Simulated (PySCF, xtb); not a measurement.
fluoro(silylmethyl)silane (CH7FSi2), SMILES [SiH3]C[SiH2]F.

GFN2-xTB run with xtb at its own geometry gives an orbital gap of 5.71 eV and a dipole moment of 1.86 D.

The structure is a stationary point at PBE-D3(BJ)/def2-SVP. One conformer was computed; it need not be the lowest.

Question: What does PBE/def2-TZVP (PySCF) give? (The exact figures need the calculation; the answer reports its results.)

Answer: gap 6.80 eV (levels -7.60 and -0.79 eV), dipole 1.95 D.
